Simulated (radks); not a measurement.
Results of a calculation; reference values are marked as such.
Question: Mean orbital radii <r> (bohr) of neutral lithium, [He] 2s1, of relativity; Dirac values are averaged over j with weights 2j + 1. Spin-unpolarised spherical Kohn-Sham, PBE, point nucleus unless stated (finite: rms radius 2.444 fm), a radial shooting solver on a logarithmic mesh with Libxc functionals. A level marked "c x" has the speed of light scaled by that factor.

shell       non-rel.
1s            0.5820
2s             3.907
2p (empty)     5.041

Give the values at the level "Dirac, c x 0.75".

Answer: 
shell       Dirac, c x 0.75  change of magnitude (%)
1s                   0.5819                    -0.02
2s                    3.907                    -0.02
2p (empty)            5.041                    +0.01
